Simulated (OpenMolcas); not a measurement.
Si5H10 (SMILES [SiH2]1[SiH2][SiH2][SiH2][SiH2]1): the HOMO–LUMO gap, rung by rung

Si5H10 has 15 atoms, charge 0, and is taken as a singlet. As SMILES, `[SiH2]1[SiH2][SiH2][SiH2][SiH2]1`. The coordinates come from a PBE0-D4/def2-TZVP relaxation. This is one conformer, not always the lowest.

Quantity: the HOMO–LUMO gap, in eV. The values are calculated.

| level | kind | program | value (eV) | CPU time |
| --- | --- | --- | --- | --- |
| HF/6-31G* (spherical functions) | Hartree–Fock | OpenMolcas | 12.38 | 32 s |
| SVWN5/6-31G* (spherical functions) | LDA | OpenMolcas | 5.15 | 85 s |
| PBE/6-31G* (spherical functions) | GGA | OpenMolcas | 5.20 | 98 s |
| revPBE/6-31G* (spherical functions) | GGA | OpenMolcas | 5.23 | 94 s |
| r2SCAN/6-31G* (spherical functions) | meta-GGA | OpenMolcas | 5.60 | 2 min |
| PBE0/6-31G* (spherical functions) | global hybrid | OpenMolcas | 6.98 | 96 s |
| B2PLYP/6-31G* (spherical functions) | double hybrid | OpenMolcas | 9.01 | 46 s |

The values span 5.15 to 12.38 eV. Orbital gaps aren't excitation energies, and those of double hybrids come from the SCF part alone; they tend to grow with the share of exact exchange. Times are those of the runs behind each value, whatever else they computed, on shared processors of several kinds: orders of magnitude only.
